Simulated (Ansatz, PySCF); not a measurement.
Members of the series SiXY, Y = methyl; each row names its spin state. All species are isolated molecules in the gas phase. One relaxed conformer stands for each flexible species; it need not be the lowest. Strings in code marks are SMILES. Quantity: adiabatic spin-state energy. Level 1: PBE-D3(BJ)/def2-TZVP // PBE0-D3(BJ)/def2-SVP (PySCF). Level 2: frozen-core CCSD(T)/cc-pVTZ // PBE0-D3(BJ)/def2-SVP (Ansatz, a quantum-chemistry and plane-wave program).

| case | level 1 (kcal/mol) | level 2 (kcal/mol) |
|---|---|---|
| `B[Si]C` (excited triplet; H–B–Si–C torsion 180°): multiplicity 3 minus multiplicity 1 | 3.8 | 7.0 |
| `C[SiH]` (excited triplet): multiplicity 3 minus multiplicity 1 | 19.1 | 22.8 |
| `C#C[Si]C` (excited triplet): multiplicity 3 minus multiplicity 1 | 22.4 | withheld |
| `C[Si]C#N` (excited triplet): multiplicity 3 minus multiplicity 1 | 22.7 | 28.1 |
| `CO[Si]C` (excited triplet; C–O–Si–C torsion 99°): multiplicity 3 minus multiplicity 1 | 38.7 | 42.8 |
| `C[Si]F` (excited triplet): multiplicity 3 minus multiplicity 1 | 38.9 | 43.2 |
| `C[Si]N` (excited triplet; C–Si–N–H torsion 107°): multiplicity 3 minus multiplicity 1 | 39.4 | 43.7 |

Fit level 2 = a + b·x to the 6 complete rows by least squares, with x = level 1 in kcal/mol. Give a, b and the rms residual, and predict the withheld value.

Means of the 6 rows: x̄ = 27.1, ȳ = 31.267 kcal/mol. Σ(x − x̄)² = 1051.3 and Σ(x − x̄)(y − ȳ) = 1074.6, so b = 1.022 and a = ȳ − b·x̄ = 3.57 kcal/mol. The rms residual is 0.61 kcal/mol. At x = 22.4 the line gives 26.5 kcal/mol. The run for `C#C[Si]C` (excited triplet): multiplicity 3 minus multiplicity 1 gave 27.8 kcal/mol, so the line is off by 1.3 kcal/mol, more than twice the rms residual.

Codes: Ansatz, PySCF.
